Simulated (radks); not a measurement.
Problem. These are the eigenvalues of the occupied orbitals of an atom or ion with whole-number occupations (hartree). Calculated with a radial shooting solver on a logarithmic mesh with Libxc functionals: scalar-relativistic Kohn-Sham, PBE, spin-polarised, spherical densities, finite nucleus; Fermi nuclear charge, rms radius of each element as measured or else 0.836 A^(1/3) + 0.57 fm.

| orbital | eigenvalue |
|---|---|
| 1s up | -3035.329 |
| 1s down | -3035.324 |
| 2s up | -656.9313 |
| 2s down | -656.4875 |
| 2p up | -590.2470 |
| 2p down | -589.8921 |
| 3s up | -251.8312 |
| 3s down | -251.3281 |
| 3p up | -232.2238 |
| 3p down | -231.7134 |
| 3d up | -214.4842 |

Which element is it, and in what charge state? The configuration may be excited. Open shells, if any, are filled with parallel spins first.

Solution. Z = 78, platinum, charge +58: Pt58+ in [Ar] 3d2. The list shows which subshells hold electrons but not how many an open one holds; the 1s level, -3035.3 hartree, gives Z - s = 77.9 by -(Z - s)^2/2, which with screening and relativity narrows Z to a few neighbours, and the depths of the outer levels then fix element, charge and occupations together.
